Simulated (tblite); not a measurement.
Compound: C4H11Cl2NSi.
Structure used (GFN2-xTB), in Å, numbered top down from 1:
```xyz
19
C4H11Cl2NSi angstrom
N     -1.4794    1.0548    0.3005
C     -2.0227   -0.2929    0.3175
C     -1.1927   -1.1095   -0.6602
C      0.2621   -1.0605   -0.2208
Si     0.7609    0.6819    0.3639
C      2.7019    0.4580    0.4871
Cl     3.4200    2.0125    0.9452
Cl     3.1047   -0.7504    1.7196
H     -1.8296    1.6174    1.0668
H     -1.7113    1.5170   -0.5713
H     -3.0890   -0.3229    0.0608
H     -1.8948   -0.6932    1.3245
H     -1.2932   -0.6702   -1.6549
H     -1.5647   -2.1344   -0.7047
H      0.4139   -1.7649    0.5965
H      0.9025   -1.3950   -1.0354
H      0.7551    1.7250   -0.6682
H      0.5274    0.9887    1.7756
H      3.2192    0.1478   -0.4197
```

All values are computed: GFN2-xTB (tblite) harmonic vibrations without scaling, gas phase. The method is semi-empirical: single wavenumbers can be off by several per cent or more. Modes of hydrogen on silicon can be 10 to 20 % off. One conformer, not necessarily the lowest.

Harmonic wavenumbers (cm⁻¹): 42.4, 68.7, 80.5, 133.4, 157.8, 193.3, 240.9, 266.2, 298.4, 348.5, 447.3, 491.6, 530.9, 567.4, 626.3, 665.0, 719.2, 758.8, 772.1, 874.1, 893.6, 905.4, 947.8, 956.5, 1022.1, 1056.0, 1075.9, 1118.3, 1137.4, 1182.8, 1191.0, 1229.7, 1261.0, 1294.1, 1333.5, 1351.2, 1475.2, 1480.8, 1492.5, 1529.7, 2223.2, 2265.4, 2906.2, 2953.3, 2968.4, 2985.2, 2992.9, 2999.5, 3012.0, 3405.4, 3426.9.

A = 2063, B = 616.5, C = 517.9 MHz; mass 171.004 u (most abundant isotopes); point group C1, symmetry number 1.

Problem. Zero-point energy?

Solution. Half the sum of the wavenumbers: 32178 cm⁻¹ = 384.93 kJ/mol.

Problem. Give the ideal-gas entropy at 350 K and 1 bar in the rigid-rotor, harmonic-oscillator model (classical rotation).

Solution. Translation 176.31, rotation 129.90, vibration 158.74: S = 465.0 J/(mol K).

Problem. And Cp and H(350 K) − H(0)?

Solution. Cp = 192.52 J/(mol K), of which vibrations give 159.26 (their classical limit is 51 R = 424.0); H(350 K) − H(0) = 40.29 kJ/mol without the zero-point energy, 28.65 from vibrations.

Problem. Blend soft modes into free rotors: weight 1/[1 + (100 cm⁻¹/ν̃)⁴] for the oscillator and the rest for a rotor with moment μB/(μ + B), μ = h/(8π²ν), B = 10⁻⁴⁴ kg m². What vibrational entropy results?

Solution. 144.96 J/(mol K) in place of 158.74, which changes −T·S at 350 K by +4.82 kJ/mol.

Problem. How do the functions run with temperature in this model?

Solution. 
| T (K) | S (J/(mol K)) | Cp (J/(mol K)) | H − H(0) (kJ/mol) | G − H(0) (kJ/mol) | ln q(vib) |
| --- | --- | --- | --- | --- | --- |
| 100 | 305.8 | 83.8 | 5.76 | -24.82 | 2.04 |
| 200 | 377.2 | 126.8 | 16.30 | -59.14 | 4.97 |
| 300 | 437.0 | 171.1 | 31.19 | -99.90 | 7.84 |
| 500 | 543.3 | 247.3 | 73.47 | -198.17 | 13.41 |
| 800 | 676.5 | 318.4 | 159.32 | -381.86 | 21.27 |
| 1000 | 751.0 | 348.9 | 226.21 | -524.77 | 26.09 |

q(vib) and H(0) count from the zero-point level.

Hindered rotation and anharmonicity are outside this model. Other conformers, if any are populated, would add a mixing term that is left out. The structure is chiral; the term R ln 2 for an equal mix with its mirror image is left out.

Time: 1.6 s. Hardware: Arm Neoverse N1, one thread (shared host). This covers the Hessian and the dipole derivatives.
